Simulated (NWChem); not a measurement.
System: BNH3OCl; SMILES NB(O)Cl

```xyz
7

B     -0.0256     0.4584     0.0000
Cl    -0.0350    -1.3354     0.0000
O     -1.2005     1.1404     0.0000
H     -1.9648     0.5580     0.0000
N      1.1974     1.1325     0.0000
H      1.2439     2.1422     0.0000
H      2.0877     0.6588     0.0000
```
Atoms are numbered in this order, from 1.

Geometry: optimised at PBE0/def2-SVP.

Problem. Give the principal values of the shielding tensors (ppm) of B1, Cl2, O3, N5 from B3LYP/6-31G* (spherical d), GIAO (NWChem), with their diamagnetic and paramagnetic parts as GIAO splits them.

Solution. 
```tsv
atom	σ11	σ22	σ33	isotropic	diamagnetic	paramagnetic
B1	70.4	96.8	100.1	89.1	201.0	-111.8
Cl2	802.0	875.4	1054.6	910.7	1148.0	-237.3
O3	148.6	259.4	265.2	224.4	390.2	-165.8
N5	153.9	208.7	242.8	201.8	319.7	-117.9
```
